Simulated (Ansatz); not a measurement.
Stepwise reaction of `[CH3][Mo]([CH3])(=[O])=[O]` with ammonia, as a gas-phase model of exchange steps in deposition or etching. ΔE in kJ/mol; ΔG adds harmonic PBE0-D4 terms to CCSD(T)/CBS, at 1 bar.

Gas-phase electronic energies from Ansatz, PBE0-D4/def2-TZVP geometries. CCSD(T)/CBS adds triple-zeta CCSD(T) − MP2 to the extrapolated MP2 energy (def2 sets, frozen cores). This one scheme is used for every species. Functionals use def2-TZVPP. B3LYP here is the variant with VWN-RPA as its local correlation; programs differ in this. Elements past krypton have def2 core potentials. For Mo outer-core shells are correlated without core-valence functions, which leaves a few kJ/mol of doubt a bond. One conformer a species, not always the lowest.

```json
{"step": "2", "reaction": "`[CH3][Mo]([NH2])(=[O])=[O]` + NH₃ → `[NH2][Mo]([NH2])(=[O])=[O]` + CH₄", "PBE-D4": "-73.7", "B3LYP-D4": "-76.4", "ωB97M-V": "-70.0", "CCSD(T)/CBS": "-65.5", "ΔG(500 K)": "-60.2"}
```

Question: Give the row of step 1, `[CH3][Mo]([CH3])(=[O])=[O]` + NH₃ → `[CH3][Mo]([NH2])(=[O])=[O]` + CH₄. (Estimate.)

Answer: Ansatz gave: 
| step | reaction | PBE-D4 | B3LYP-D4 | ωB97M-V | CCSD(T)/CBS | ΔG(500 K) |
| --- | --- | --- | --- | --- | --- | --- |
| 1 | `[CH3][Mo]([CH3])(=[O])=[O]` + NH₃ → `[CH3][Mo]([NH2])(=[O])=[O]` + CH₄ | -101.6 | -106.1 | -101.4 | -99.1 | -87.0 |

Question: By hand: ΔE of the 2 steps together at CCSD(T)/CBS.

Answer: (-99.1) + (-65.5) = -164.6 kJ/mol, or -82.3 kJ/mol a step.

In ΔE each step is higher than the one before. All are downhill at CCSD(T)/CBS. ΔG lies between -87.0 and -60.2 kJ/mol a step. PBE-D4 differs from CCSD(T)/CBS by -8.2 to -2.5 kJ/mol a step. Isolated molecules leave out the surface, adducts and barriers. Largest T1 diagnostic: 0.025.
